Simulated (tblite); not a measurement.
Input of a run (GFN2-xTB geometry optimisation, gas phase (tblite 0.8.0)), started from a force field or distance geometry:
```
{"job": {"kind": "relax", "xc": "GFN2-xTB", "basis": "xTB"}, "charge": 1, "multiplicity": 2}
C     -2.419800     0.965300     0.390900
O     -1.227700     0.974500    -0.321800
C     -0.668600    -0.295500    -0.233500
C     -1.394000    -1.491400    -0.768300
C      0.665200    -0.516100     0.384100
C      1.644600     0.579600     0.000500
C      2.945700     0.213700     0.692000
F      2.755500     0.160500     2.085600
H     -2.560600    -0.000200     0.963400
H     -2.344000     1.792000     1.140200
H     -3.314100     1.087200    -0.238000
H     -1.289300    -2.373800    -0.098100
H     -0.993900    -1.763000    -1.752200
H     -2.471700    -1.237500    -0.867000
H      0.612700    -0.487100     1.485800
H      1.301600     1.552700     0.407700
H      1.813600     0.620400    -1.108300
H      3.251400    -0.791000     0.370800
H      3.683700     1.018900     0.488900
```

Output (eV, eV/Å):
```
step      E/eV     max force
  0    -725.65288    4.476
  1    -726.17892    2.493
  2    -726.42273    1.278
  3    -726.50348    1.153
  4    -726.61962    1.036
  5    -726.71098    0.948
  6    -726.83714    1.376
  7    -726.93100    0.939
  8    -727.01506    0.673
  9    -727.08359    0.687
 10    -727.16769    0.832
 11    -727.24607    0.853
 12    -727.32020    0.668
 13    -727.35447    1.664
 14    -727.44611    0.824
 15    -727.52219    0.601
 16    -727.61434    0.694
 17    -727.66724    0.715
 18    -727.77430    0.773
 19    -727.85127    0.758
 20    -727.91262    0.613
 21    -727.94069    0.516
 22    -727.97399    0.751
 23    -728.01217    0.535
 24    -728.06009    0.265
 25    -728.07070    0.266
 26    -728.09036    0.272
 27    -728.10127    0.273
 28    -728.11257    0.240
 29    -728.12025    0.221
 30    -728.12596    0.210
 31    -728.13100    0.205
 32    -728.13645    0.175
 33    -728.14190    0.216
 34    -728.14623    0.156
 35    -728.14976    0.145
 36    -728.15266    0.132
 37    -728.15486    0.105
 38    -728.15633    0.085
 39    -728.15750    0.095
 40    -728.15880    0.094
 41    -728.16046    0.120
 42    -728.16260    0.129
 43    -728.16523    0.130
 44    -728.16809    0.134
 45    -728.17072    0.107
 46    -728.17287    0.105
 47    -728.17478    0.098
 48    -728.17707    0.114
 49    -728.18006    0.150
 50    -728.18320    0.127
 51    -728.18591    0.110
 52    -728.18813    0.103
 53    -728.19039    0.111
 54    -728.19247    0.095
 55    -728.19398    0.080
 56    -728.19496    0.080
 57    -728.19585    0.072
 58    -728.19686    0.093
 59    -728.19810    0.101
 60    -728.19916    0.091
 61    -728.20023    0.075
 62    -728.20138    0.083
 63    -728.20277    0.085
 64    -728.20444    0.100
 65    -728.20645    0.105
 66    -728.20855    0.113
 67    -728.21044    0.109
 68    -728.21194    0.114
 69    -728.21328    0.141
 70    -728.21479    0.087
 71    -728.21691    0.087
 72    -728.21798    0.076
 73    -728.21919    0.065
 74    -728.22012    0.063
 75    -728.22095    0.062
 76    -728.22176    0.065
 77    -728.22254    0.053
 78    -728.22327    0.076
 79    -728.22388    0.063
 80    -728.22453    0.061
 81    -728.22526    0.057
 82    -728.22602    0.054
 83    -728.22661    0.060
 84    -728.22704    0.060
 85    -728.22749    0.054
 86    -728.22825    0.062
 87    -728.22953    0.081
 88    -728.23123    0.121
 89    -728.23296    0.129
 90    -728.23491    0.117
 91    -728.23765    0.149
 92    -728.24081    0.210
 93    -728.24388    0.171
 94    -728.24766    0.217
 95    -728.25150    0.132
 96    -728.25443    0.134
 97    -728.25817    0.123
 98    -728.26177    0.159
 99    -728.26362    0.237
100    -728.26599    0.152
101    -728.26722    0.079
102    -728.26817    0.063
103    -728.26952    0.075
104    -728.27039    0.065
105    -728.27146    0.067
106    -728.27230    0.057
107    -728.27313    0.073
108    -728.27384    0.054
109    -728.27453    0.051
110    -728.27490    0.084
111    -728.27554    0.056
112    -728.27688    0.060
113    -728.27752    0.050
114    -728.27794    0.052
115    -728.27816    0.043
116    -728.27849    0.034
117    -728.27872    0.023
118    -728.27885    0.022
119    -728.27893    0.020
120    -728.27904    0.024
121    -728.27921    0.030
122    -728.27949    0.034
123    -728.27980    0.034
124    -728.28000    0.028
125    -728.28010    0.023
126    -728.28017    0.021
127    -728.28027    0.021
128    -728.28041    0.022
129    -728.28058    0.024
130    -728.28074    0.027
131    -728.28089    0.023
132    -728.28101    0.021
133    -728.28112    0.022
134    -728.28123    0.021
135    -728.28133    0.021
136    -728.28145    0.024
137    -728.28158    0.031
138    -728.28173    0.040
139    -728.28193    0.040
140    -728.28215    0.041
141    -728.28236    0.027
142    -728.28253    0.032
143    -728.28265    0.025
144    -728.28277    0.022
145    -728.28286    0.020
146    -728.28297    0.018
147    -728.28307    0.018
148    -728.28316    0.016
149    -728.28324    0.016
150    -728.28332    0.018
151    -728.28338    0.016
152    -728.28342    0.014
153    -728.28346    0.013
154    -728.28349    0.013
155    -728.28354    0.017
156    -728.28361    0.023
157    -728.28370    0.025
158    -728.28382    0.032
159    -728.28397    0.038
160    -728.28419    0.043
161    -728.28453    0.048
162    -728.28509    0.066
163    -728.28591    0.070
164    -728.28703    0.105
165    -728.28840    0.123
166    -728.28906    0.104
167    -728.28224    0.441
168    -728.29007    0.068
169    -728.28968    0.120
170    -728.29078    0.047
171    -728.29113    0.058
172    -728.29142    0.050
173    -728.29166    0.050
174    -728.29189    0.032
175    -728.29202    0.026
176    -728.29212    0.023
177    -728.29219    0.019
178    -728.29225    0.017
179    -728.29231    0.016
180    -728.29234    0.021
181    -728.29239    0.016
182    -728.29243    0.012
183    -728.29246    0.013
184    -728.29248    0.012
185    -728.29251    0.011
186    -728.29253    0.009
```

Task: Summarise the run.

Result: The energy falls by 60.9 kcal/mol over 186 L-BFGS steps, the largest force on an atom goes from 4.48 to 0.009 eV/Å, and the atoms move by 0.968 Å rms after alignment. The bond that changes most is C3–C5 (ends: carbon bonded to 2 C and O; carbon bonded to 2 C and H), which shortens by 0.089 Å. Bonds longer at the end by more than 0.005 Å: 2 of 18; shorter: 15. Among the angles that change most is C1–O2–C3, from 107.8° to 122.0°. Among the dihedrals that turn most is H15–C5–C6–H16, from -57° to 154°. The energy rose by more than 1e-5 eV at steps 167 and 169. The first step brought 20 % of the lowering.

Task: What are the final bond lengths?

Result: C1–O2 1.407 Å, O2–C3 1.306 Å, C3–C4 1.477 Å, C3–C5 1.397 Å, C5–C6 1.465 Å, C6–C7 1.561 Å, C7–F8 1.359 Å, C1–H9 1.094 Å, C1–H10 1.089 Å, C1–H11 1.095 Å, C4–H12 1.094 Å, C4–H13 1.085 Å, C4–H14 1.093 Å, C5–H15 1.080 Å, C6–H16 1.092 Å, C6–H17 1.089 Å, C7–H18 1.093 Å, C7–H19 1.093 Å. Numbering counts from 1 in the input's order; the species is `CO[C+](C)[CH]CCF` [radical].

Hardware: one thread, Arm Neoverse N1 (aarch64), no GPU, shared host with 64 logical CPUs at a one-minute load of 56. Cost: 1.9 s of wall time.

Its GFN2-xTB frequencies are all real (lowest 38 cm⁻¹). 3 starts were optimised and ended at 0.00, 1.21 and 4.66 kcal/mol (GFN2-xTB); the lowest of these is shown.

One conformer stands for the species.

The numbers are calculated, not measured.
